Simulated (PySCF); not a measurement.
Positional isomers: benzothiophene boryl+vinyl. All species are isolated molecules in the gas phase. One relaxed conformer stands for each flexible species; it need not be the lowest. Strings in code marks are SMILES.

Quantity: electronic energy of isomers of C10H9BS relative to `Bc1cc2ccc(C=C)cc2s1`, in kcal/mol.

A: `Bc1c(C=C)ccc2sccc12`
B: `Bc1cc(C=C)c2sccc2c1`
C: `Bc1c(C=C)sc2ccccc12`
D: `Bc1c(C=C)ccc2ccsc12`
E: `Bc1cc2cccc(C=C)c2s1`
F: `Bc1ccc(C=C)c2ccsc12`

**Question.** Put the candidates in order of electronic energy of isomers of C10H9BS relative to `Bc1cc2ccc(C=C)cc2s1`, lowest first, for PBE-D3(BJ)/def2-TZVP // B3LYP-D3(BJ)/def2-SVP (PySCF).

**Answer.** C (0.45 kcal/mol), E (0.80 kcal/mol), F (5.33 kcal/mol), B (5.85 kcal/mol), D (8.01 kcal/mol), A (8.59 kcal/mol)
